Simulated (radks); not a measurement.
The numbers below are computed, except where a source is named.
Q: K+, configuration [Ar]. Level of theory: non-relativistic Kohn-Sham, exchange-only LDA, spin-polarised, spherical densities, point nucleus (a radial shooting solver on a logarithmic mesh with Libxc functionals). Some entries of the table are withheld. Estimate them.

orbital,occ.,eigenvalue (hartree),<r^2> (bohr^2),r(max) (bohr)
1s,2,-128.5503,0.008974,0.05365
2s,2,-12.99452,0.1817,(1)
2p,6,-10.43818,0.1538,0.2634
3s,2,-1.45075,1.894,1.082
3p,6,(2),2.455,(3)

A: 
(1) 2s r(max) (bohr): 0.3212
(2) 3p eigenvalue (hartree): -0.86288
(3) 3p r(max) (bohr): 1.156
